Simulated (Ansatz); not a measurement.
Several settings on one geometry of the cluster OsO₂ (that of the charge 0 singlet, r2SCAN-D4/def2-TZVP). Ansatz on 4 threads of AMD EPYC 7R43 on a shared host; times are rough.

```tsv
atom	x (Å)	y (Å)	z (Å)
Os1	-0.022	0.309	0.451
O2	-1.172	-0.894	0.224
O3	1.194	0.585	-0.675
```

Totals from different functionals, basis sets or treatments of relativity can't be compared as stabilities.

In the def2 sets Os takes a core potential; there is no spin–orbit coupling. B3LYP takes the VWN-RPA correlation. HSE06 is defined as in plane-wave codes, on full-range PBE exchange.

At r2SCAN-D4/def2-TZVP a triplet lies 0.77 eV below the restricted singlet of charge 0, at its own geometry.

**Question.** Give the basis size and estimate the energy, ⟨S²⟩ and time of these runs.

| run | method | charge | state | further keys |
| --- | --- | --- | --- | --- |
| 1 | RKS HSE06-D3(BJ)/def2-TZVP | 0 | singlet | nuclear_model: gaussian; scf: {omitted_lower_state_checks: [starts]}; forces asked |
| 2 | RKS B3LYP/def2-SVPD | 0 | singlet | scf: {lower_state_search: light} |
| 3 | RKS PBE/def2-SVPD | 0 | singlet | scf: {omitted_lower_state_checks: [starts]} |

**Answer.** 
```
run  functions  energy (Eh)  ⟨S²⟩  wall time
  1        102    -240.9594     –      1.9 s
  2         81    -240.9850     –      1.8 s
  3         81    -240.8841     –      1.2 s
```

The restricted singlet is unstable towards broken spin symmetry at other levels; at RKS HSE06-D3(BJ)/def2-TZVP, RKS B3LYP/def2-SVPD, RKS PBE/def2-SVPD this wasn't settled.
